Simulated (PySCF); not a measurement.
Vertical excitations of a molecule C3H6OSi from TDDFT-PBE/def2-SVPD (PySCF), as energy in eV (oscillator strength): 5.36 (0.000), 5.57 (0.018), 5.72 (0.027), 6.02 (0.006), 6.36 (0.020), 6.46 (0.016), 6.78 (0.006), 6.91 (0.038), 7.10 (0.156), 7.25 (0.018). Lowest triplet (TDA): 4.05 eV. Geometry optimised at B3LYP-D3(BJ)/def2-SVP. The values are those of a single conformer.

Task: Pick the molecule that these values belong to.
A) CC1=CO[SiH2]1
B) C[Si@H]1C=CO1
C) C#C[SiH2]OC
D) [SiH3][C@@H]1C=CO1

Result: D, [SiH3][C@@H]1C=CO1
